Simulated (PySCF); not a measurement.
**Ge¹⁵⁺: ionisation energy**

Ge¹⁵⁺ [Ne] 3s2 3p5 [3p1/2^2 3p3/2^3, M_J = 3/2] → Ge¹⁶⁺ [Ne] 3s2 3p4 [3p1/2^2 3p3/2^2, M_J = 2], as a difference of total energies. All numbers are calculated (PySCF 2.14, the two-component X2C-1e Hamiltonian, in an uncontracted even-tempered set (19 s from 1.3 bohr⁻², ratio 2.4; 14 p from 1.7 bohr⁻², ratio 2.4; 5 d from 8.9 bohr⁻², ratio 2.6; 4 f from 13 bohr⁻², ratio 2.6)). Correlated levels: 1s2 frozen; the 56 highest virtual spinors dropped. "Screened" scales the spin-orbit matrix elements by Boettger's factors to mimic the two-electron term; Breit and QED terms are absent.

```tsv
method	ionisation energy (eV)
GHF (spin-free)	567.18
GMP2 (spin-free)	568.10
GHF (screened spin-orbit)	566.09
GMP2 (screened spin-orbit)	567.02
```

**Question.** How much does correlation contribute at GMP2 (screened spin-orbit)?

**Answer.** 567.02 − (566.09) = 0.93 eV, measured against GHF (screened spin-orbit).

Breit and QED terms and the two-electron picture change are absent.

The spin-free rows relax to the high-spin LS determinant and lack the spin-orbit shift.

The labels give the starting determinants; with spin-orbit coupling the two ends relaxed to ⟨J²⟩ = 3.75, ⟨L²⟩ = 2.00, ⟨S²⟩ = 0.75 and ⟨J²⟩ = 6.01, ⟨L²⟩ = 2.45, ⟨S²⟩ = 1.78.

For comparison: 567.3 ± 0.5 eV (semi-empirical (NIST evaluation); NIST Atomic Spectra Database, ionization energies).
